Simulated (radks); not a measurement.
Values are calculated unless marked as measured or tabulated.
Question: Ionisation of Ar+, [Ne] 3s2 3p5, to Ar2+, [Ne] 3s2 3p4, under several functionals. Non-relativistic Kohn-Sham, spin-polarised, spherical densities, point nucleus; open shells are filled with parallel spins first; a radial shooting solver on a logarithmic mesh with Libxc functionals. The NIST Atomic Spectra Database gives 27.630 eV (measured). Rank these functionals by the error of their Delta-SCF ionisation energy: BP86; PBE; TPSS; BLYP; r2SCAN; LDA (Slater exchange, VWN5 correlation); AM05; exchange-only B88; revTPSS.

Answer: From best to worst: AM05 27.666 eV (+0.036); BLYP 27.586 eV (-0.043); PBE 27.702 eV (+0.072); revTPSS 27.709 eV (+0.079); TPSS 27.747 eV (+0.117); r2SCAN 27.794 eV (+0.164); BP86 27.825 eV (+0.196); LDA (Slater exchange, VWN5 correlation) 27.887 eV (+0.258); exchange-only B88 26.452 eV (-1.178). Open shells are spherical and high-spin; term and fine-structure splittings are not resolved.
